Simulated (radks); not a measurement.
The numbers below are computed, except where a source is named.
Valence configurations of C III (all share [He]). Code: a radial shooting solver on a logarithmic mesh with Libxc functionals. Model: non-relativistic Kohn-Sham, LDA (Slater exchange, Perdew-Wang correlation), spin-polarised, spherical densities, point nucleus; open shells are filled with parallel spins first. Energies are relative to 2s2; eigenvalues in eV for spin up.

\begin{tabular}{lrrrr}
valence & E (eV) & moment (Bohr magnetons) & e(2p) & e(2s) \\ \hline
2s2 & 0.000 & 0 & - & -40.152 \\
2s1.5 2p0.5 & 3.562 & 1 & -32.641 & -40.974 \\
2s1 2p1 & 5.801 & 2 & -33.087 & -41.462 \\
2p2 & 14.170 & 2 & -32.721 & - \\
2s0.5 2p1.5 & 9.987 & 2 & -32.904 & -41.272 \\
\end{tabular}

NIST lists [He] 2s2 as the ground configuration; this level of theory agrees among the configurations tried. The energies are those of spherical high-spin densities, not of single terms.
